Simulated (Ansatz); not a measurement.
Cost and result up the ladder for B₆N (7 atoms). Total charge 0; doublet. Geometry: B3LYP-D4/def2-SVP.

```xyz
7

N     0.463   -1.757   -0.363
B    -0.617    1.164   -0.608
B    -0.630   -1.142    0.136
B    -1.298    0.269    0.546
B     0.048    0.995    1.055
B     1.079   -0.562   -0.488
B     0.955    1.033   -0.277
```

Ansatz on 4 threads of Arm Neoverse V1 on a shared host. Times are rough, and most runs start from the orbitals of an earlier one. ωB97M-V/def2-TZVP serves as the yardstick here, not as an exact answer. Binding counts from free atoms at the same level (N quartet, B doublet; other spins of the atoms weren't run), without zero-point energy.

The structure comes from a short search, and lower isomers may exist.

```json
{"level": "PBE-D4/def2-TZVP (with forces)", "functions": "217", "wall time": "3.9 s", "binding energy per atom (eV)": "4.76", "difference from ωB97M-V/def2-TZVP (eV)": "0.36"}
{"level": "PBE0-D4/def2-TZVP", "functions": "217", "wall time": "6.5 s", "binding energy per atom (eV)": "4.58", "difference from ωB97M-V/def2-TZVP (eV)": "0.18"}
{"level": "r2SCAN-D4/def2-TZVP", "functions": "217", "wall time": "8.5 s", "binding energy per atom (eV)": "4.59", "difference from ωB97M-V/def2-TZVP (eV)": "0.18"}
{"level": "ωB97X-V/def2-TZVP", "functions": "217", "wall time": "16 s", "binding energy per atom (eV)": "4.34", "difference from ωB97M-V/def2-TZVP (eV)": "-0.06"}
{"level": "ωB97M-V/def2-TZVP", "functions": "217", "wall time": "18 s", "binding energy per atom (eV)": "4.40", "difference from ωB97M-V/def2-TZVP (eV)": "0.00"}
```
